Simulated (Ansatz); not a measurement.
C3H7B2Cl (`C=CB(C)BCl`), relaxed with RKS PBE0-D4/def2-TZVP in Ansatz 0.2.0 from a PBE-D4/def2-SVP geometry. The force threshold is 0.005 eV/Å; the program also tests the step.

The species carries charge 0 and has multiplicity 1.

Start:

```xyz
13

C     1.777    0.677    1.055
C     0.443    0.448    1.126
B    -0.368   -0.186   -0.052
C     0.061    0.028   -1.556
B    -1.771   -1.062    0.286
Cl   -3.283   -0.143    0.402
H     2.343    0.502    0.122
H     2.369    1.019    1.921
H    -0.043    0.624    2.104
H    -0.653    0.784   -1.964
H    -0.071   -0.869   -2.196
H     1.080    0.443   -1.702
H    -1.884   -2.264    0.453
```

```csv
step,energy (eV),largest force (eV/Å),largest move (Å)
1,-17092.3651,0.575,0.000
2,-17092.4160,0.150,0.033
3,-17092.4188,0.121,0.039
4,-17092.4200,0.122,0.034
5,-17092.4204,0.048,0.021
6,-17092.4208,0.016,0.009
7,-17092.4208,0.012,0.002
8,-17092.4208,0.009,0.003
9,-17092.4208,0.003,0.006
```

End:

```xyz
13

C     1.759    0.667    1.042
C     0.444    0.442    1.123
B    -0.369   -0.170   -0.049
C     0.062    0.032   -1.544
B    -1.764   -1.038    0.283
Cl   -3.283   -0.163    0.400
H     2.307    0.503    0.119
H     2.347    0.999    1.893
H    -0.026    0.607    2.092
H    -0.636    0.772   -1.964
H    -0.061   -0.863   -2.160
H     1.068    0.433   -1.683
H    -1.848   -2.221    0.447
```

Run time 43 s (4 threads of an Arm Neoverse V2 on a shared host); peak host memory 0.7 GiB.
